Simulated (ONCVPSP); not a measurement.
**K: one change to an ONCV potential, before and after**

| Property | Result |
| --- | --- |
| Element | K |
| Generator | ONCVPSP 4.0.1 |
| Type | optimised norm-conserving Vanderbilt (ONCV) |
| Functional | PBE |
| Relativity | fully relativistic |
| Frozen core | [Ne] 3s2 |
| Valence charge | 7 |
| Reference configuration | 3p6 4s1 |
| Partial waves | 4s: rc 3.35 bohr, ncon 4, nbas 8, qcut 1.6 1/bohr, 3 projectors, debl 2.2 Ha; 3p: rc 1.40 bohr, ncon 4, nbas 7, qcut 6 1/bohr, 1 projector; d scattering state at 0.26 Ha: rc 3.05 bohr, ncon 3, nbas 7, qcut 2.6 1/bohr, 2 projectors, debl 0.6 Ha |
| Local potential | polynomial inside 1.20 bohr (lpopt 5, dvloc0 1 Ha) |
| Core correction | none |

Open shells are filled in proportion to 2j + 1.

All-electron outer shells of the reference configuration (PBE, scalar-relativistic, ld1.x):

```tsv
shell	level (eV)	outermost node (bohr)	outermost maximum (bohr)
3s	-35.34	0.48	1.08
3p	-18.81	0.45	1.15
4s	-2.32	1.59	4.18
```

Change: s: nproj 2.

Cutoffs: the cutoffs (Ha) at which the residual kinetic energy of the hardest occupied pseudo-wave falls to 1 and 0.1 mHa per electron; they do not see the model core or the augmentation charge, which bear on the density cutoff. Errors are all-electron minus pseudo energies relative to the spin-unpolarised reference configuration.

Q: How do hardness, ghosts and transferability respond?

A: The potential gets neither clearly harder nor softer (11 Ha and 36 Ha → 11 Ha and 36 Ha); a bound ghost appears in s, which as a rule spoils a file; the lowest positive-energy flag moves from s at 44.6 eV to none; the errors of the 4 common tests hardly move.

```tsv
quantity	base	changed
cutoff, loose	11 Ha	11 Ha
cutoff, tight	36 Ha	36 Ha
bound ghosts	none	s
GHOST(+) flags under 300 eV	s at 44.6 eV	none
error for 3p6 4s0, meV [ΔE 4.31 eV]	+11	+11
error for 3p6 4s0.5, meV [ΔE 1.64 eV]	+1.7	+1.5
error for 3p6 4s0 4p1, meV [ΔE 1.55 eV]	+5.0	+5.0
error for 3p5 4s1, meV [ΔE 24.93 eV]	-109	-112
s: phases at 3.39 bohr within 0.05 rad from the reference energy up to (Ha; the scan ends near 5)	1.5	1.6
p3/2: phases at 1.42 bohr within 0.05 rad from the reference energy up to (Ha; the scan ends near 5)	3.2	3.2
p1/2: phases at 1.42 bohr within 0.05 rad from the reference energy up to (Ha; the scan ends near 5)	3.2	3.2
d5/2: phases at 3.10 bohr within 0.05 rad from the reference energy up to (Ha; the scan ends near 5)	1.2	1.2
d3/2: phases at 3.10 bohr within 0.05 rad from the reference energy up to (Ha; the scan ends near 5)	1.1	1.1
```

Base: These tests converged, but a pseudo level misses the all-electron one widely, so the file describes the atom poorly there or has found another state: 3p6 4s0 4p1: empty 4s by 3.2 eV. Changed file: These tests converged, but a pseudo level misses the all-electron one widely, so the file describes the atom poorly there or has found another state: 3p6 4s0 4p1: empty 4s by 3.2 eV. A true bound ghost makes a file unfit for plane-wave use even where its test errors are small: the radial tests pick states by their node count and pass the ghost by.
